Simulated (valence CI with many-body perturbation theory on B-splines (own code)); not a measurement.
E1 transitions of Pb LXVIII

Method: relativistic CI+MBPT: five valence electrons over a frozen Dirac-Fock core [Ne], a basis of 11 s, 11 p, 10 d, 8 f, 5 g, 2 h functions for each j, with the one-electron correlation potential Σ1, the two-electron term Σ2, the three-electron term Σ3, Breit, model QED; selected CI, second order for the rest, scaled by the run's own slope (own B-spline code, finite nucleus).

The last digits are not significant, and no measured levels were compared; by estimate large intervals hold to a few tenths of a per cent, small ones and those within an open d or f shell to about a per cent. Among the levels kept, up to 3300 cm⁻¹ of a level comes from second order outside the variational space, and about a tenth of that is noise between levels of different J, which matters for small intervals.

Lines 1 to 50 of 564 in falling wavelength, among levels below 1946.3 eV, chosen from the strongest by gf and those to the six lowest levels. Wavelengths and rates use the calculated energies. Electric multipoles are in the length gauge with retardation, E1 and E2 with the static RPA response of the core. Weak lines are less certain than strong ones. Lines between different terms over intervals too small for the method are left out, as are lines whose strength nearly cancels. The highest levels of a list are the least certain.

Levels are named by their leading jj configuration (3d3/2^4 stands for four electrons in 3d with j = 3/2), which in mixed levels can hold well under half, so a name can repeat and another be missing. Letters in brackets count levels of one name in rising energy.

```
λ vac (Å)                               Upper                               Lower   A (s⁻¹)  log gf  Branch %
    81.46      (3s 3p1/2 3p3/2 3d3/2^2) J=9/2          (3s^2 3p3/2 3d3/2^2) J=7/2  8.73e+09   -1.06       0.6
    79.51          (3s 3p1/2^2 3d3/2^2) J=5/2          (3s^2 3p1/2 3d3/2^2) J=3/2  9.19e+09   -1.28       8.7
    75.66  (3s 3p1/2 3p3/2 3d3/2^2) J=5/2 [d]      (3s^2 3p3/2 3d3/2^2) J=3/2 [b]  9.79e+09   -1.30       0.2
    72.99      (3s 3p1/2^2 3p3/2 3d3/2) J=7/2  (3s^2 3p1/2 3p3/2 3d3/2) J=5/2 [b]  1.11e+10   -1.15      15.6
    72.58      (3s 3p1/2^2 3d3/2 3d5/2) J=9/2  (3s^2 3p1/2 3d3/2 3d5/2) J=7/2 [b]  1.74e+10   -0.86       3.1
    69.33      (3s 3p1/2 3p3/2^2 3d3/2) J=9/2          (3s^2 3p3/2^2 3d3/2) J=7/2  1.60e+10   -0.94       1.0
    68.88  (3s 3p1/2 3p3/2 3d3/2^2) J=5/2 [c]          (3s^2 3p3/2 3d3/2^2) J=5/2  1.32e+10   -1.25       0.2
    66.79  (3s 3p1/2 3p3/2 3d3/2^2) J=7/2 [a]  (3s 3p1/2 3p3/2^2 3d3/2) J=5/2 [e]  1.08e+10   -1.24       0.6
    66.26  (3s 3p1/2 3p3/2 3d3/2^2) J=7/2 [b]          (3s^2 3p3/2 3d3/2^2) J=7/2  1.88e+10   -1.00       0.2
    65.07  (3s 3p1/2^2 3p3/2 3d5/2) J=7/2 [a]  (3s^2 3p1/2 3p3/2 3d5/2) J=7/2 [b]  9.90e+09   -1.30       1.6
    64.88      (3s 3p1/2^2 3p3/2 3d5/2) J=9/2      (3s^2 3p1/2 3p3/2 3d5/2) J=9/2  1.53e+10   -1.02      29.6
    64.14  (3s 3p1/2^2 3p3/2 3d5/2) J=7/2 [a]  (3s^2 3p1/2 3p3/2 3d5/2) J=5/2 [b]  1.48e+10   -1.14       2.4
    64.11          (3s 3p1/2^2 3p3/2^2) J=5/2          (3s^2 3p1/2 3p3/2^2) J=5/2  1.37e+10   -1.29       1.7
    62.80     (3s 3p1/2 3p3/2^2 3d5/2) J=11/2          (3s^2 3p3/2^2 3d5/2) J=9/2  2.82e+10   -0.70       3.0
    61.68  (3s 3p1/2 3p3/2^2 3d5/2) J=9/2 [b]          (3s^2 3p3/2^2 3d5/2) J=7/2  2.76e+10   -0.80       2.3
    61.67          (3s 3p1/2^2 3d5/2^2) J=9/2          (3s^2 3p1/2 3d5/2^2) J=9/2  2.42e+10   -0.86       2.9
    61.44  (3s 3p1/2 3p3/2^2 3d5/2) J=7/2 [e]      (3s^2 3p3/2^2 3d5/2) J=5/2 [b]  2.84e+10   -0.89       0.7
    60.98  (3s 3p1/2^2 3d3/2 3d5/2) J=7/2 [a]  (3s^2 3p1/2 3d3/2 3d5/2) J=5/2 [a]  1.39e+10   -1.21       3.0
    60.88          (3s 3p1/2^2 3d5/2^2) J=9/2          (3s^2 3p1/2 3d5/2^2) J=7/2  4.77e+10   -0.58       5.7
    60.63      (3s 3p1/2^2 3p3/2 3d3/2) J=7/2      (3s^2 3p1/2 3p3/2 3d3/2) J=7/2  2.11e+10   -1.03      29.6
    60.35            (3s 3p1/2 3p3/2^3) J=5/2                (3s^2 3p3/2^3) J=3/2  2.38e+10   -1.11       0.9
    60.32      (3s 3p1/2^2 3p3/2 3d5/2) J=9/2  (3s^2 3p1/2 3p3/2 3d5/2) J=7/2 [a]  3.57e+10   -0.71      69.0
    60.28  (3s 3p1/2^2 3p3/2 3d3/2) J=5/2 [a]  (3s^2 3p1/2 3p3/2 3d3/2) J=5/2 [a]  2.08e+10   -1.17      32.5
    60.21       (3p1/2^2 3p3/2^2 3d3/2) J=7/2  (3s 3p1/2 3p3/2^2 3d3/2) J=7/2 [c]  1.91e+10   -1.08       0.4
    60.13          (3s 3p1/2^2 3d5/2^2) J=5/2          (3s^2 3p1/2 3d5/2^2) J=5/2  3.28e+10   -0.97       3.4
    60.13  (3s 3p1/2^2 3p3/2 3d5/2) J=5/2 [a]  (3s^2 3p1/2 3p3/2 3d5/2) J=5/2 [a]  2.24e+10   -1.14       2.7
    60.05          (3s 3p1/2^2 3p3/2^2) J=5/2          (3s^2 3p1/2 3p3/2^2) J=3/2  2.21e+10   -1.15       2.8
    59.72          (3s 3p1/2^2 3d5/2^2) J=5/2          (3s^2 3p1/2 3d5/2^2) J=3/2  4.01e+10   -0.89       4.1
    59.60  (3s 3p1/2^2 3d3/2 3d5/2) J=5/2 [a]  (3s^2 3p1/2 3d3/2 3d5/2) J=5/2 [a]  1.95e+10   -1.21       3.4
    59.59  (3s 3p1/2^2 3d3/2 3d5/2) J=7/2 [a]  (3s^2 3p1/2 3d3/2 3d5/2) J=7/2 [a]  2.95e+10   -0.90       6.4
    59.46          (3s 3p1/2^2 3d3/2^2) J=5/2          (3s^2 3p1/2 3d3/2^2) J=5/2  2.69e+10   -1.07      25.4
    59.02  (3s 3p1/2^2 3p3/2 3d5/2) J=5/2 [a]  (3s^2 3p1/2 3p3/2 3d5/2) J=3/2 [a]  3.20e+10   -1.00       3.8
    58.59          (3s 3p1/2^2 3p3/2^2) J=1/2          (3s^2 3p1/2 3p3/2^2) J=1/2  4.64e+10   -1.32       3.1
    58.51  (3s 3p1/2^2 3p3/2 3d5/2) J=7/2 [b]  (3s^2 3p1/2 3p3/2 3d5/2) J=5/2 [b]  1.36e+10   -1.25       0.5
    58.50          (3s 3p1/2^2 3d5/2^2) J=1/2          (3s^2 3p1/2 3d5/2^2) J=1/2  7.51e+10   -1.11       6.6
    58.39  (3s 3p1/2 3p3/2^2 3d3/2) J=5/2 [c]          (3s^2 3p3/2^2 3d3/2) J=5/2  1.70e+10   -1.28       0.2
    58.28  (3s 3p1/2^2 3d3/2 3d5/2) J=5/2 [a]  (3s^2 3p1/2 3d3/2 3d5/2) J=7/2 [a]  2.15e+10   -1.18       3.8
    58.13      (3s 3p1/2^2 3d3/2 3d5/2) J=9/2      (3s^2 3p1/2 3d3/2 3d5/2) J=9/2  2.96e+10   -0.82       5.3
    58.03  (3s 3p1/2^2 3p3/2 3d5/2) J=3/2 [b]      (3s^2 3p1/2 3p3/2 3d5/2) J=1/2  2.93e+10   -1.23       1.3
    57.74       (3p1/2^2 3p3/2^2 3d3/2) J=5/2  (3s 3p1/2 3p3/2^2 3d3/2) J=5/2 [c]  1.70e+10   -1.29       0.3
    57.48  (3s 3p1/2 3p3/2^2 3d3/2) J=7/2 [c]          (3s^2 3p3/2^2 3d3/2) J=7/2  3.08e+10   -0.91       0.4
    57.32  (3s 3p1/2 3p3/2^2 3d5/2) J=7/2 [d]      (3s^2 3p3/2^2 3d5/2) J=5/2 [a]  2.83e+10   -0.95       0.4
    56.96  (3s 3p1/2^2 3p3/2 3d5/2) J=3/2 [b]  (3s^2 3p1/2 3p3/2 3d5/2) J=3/2 [b]  3.73e+10   -1.14       1.6
    56.73  (3s 3p1/2^2 3p3/2 3d5/2) J=3/2 [a]  (3s^2 3p1/2 3p3/2 3d5/2) J=5/2 [a]  3.87e+10   -1.13       3.6
    56.54  (3s 3p1/2^2 3d3/2 3d5/2) J=5/2 [b]  (3s^2 3p1/2 3d3/2 3d5/2) J=3/2 [a]  1.75e+10   -1.30       3.2
    56.39          (3s 3p1/2^2 3d5/2^2) J=3/2          (3s^2 3p1/2 3d5/2^2) J=5/2  5.97e+10   -0.94       5.9
    56.03  (3s 3p1/2^2 3d3/2 3d5/2) J=7/2 [a]  (3s 3p1/2^2 3p3/2 3d5/2) J=5/2 [b]  1.50e+10   -1.25       3.3
    55.66  (3s 3p1/2^2 3d3/2 3d5/2) J=7/2 [b]      (3s^2 3p1/2 3d3/2 3d5/2) J=9/2  5.39e+10   -0.70       9.8
    55.49          (3s 3p1/2^2 3d5/2^2) J=7/2          (3s^2 3p1/2 3d5/2^2) J=9/2  5.73e+10   -0.67       6.5
    55.19  (3s 3p1/2 3p3/2^2 3d5/2) J=5/2 [f]      (3s^2 3p3/2^2 3d5/2) J=5/2 [b]  2.90e+10   -1.10       0.4
```

Q: How does gf follow from A for the line at 62.80 Å?

A: gf = 1.4992 × (2J+1)_upper × A / σ², with σ = 1592409 cm⁻¹ and 2J+1 = 12: gf = 0.200.
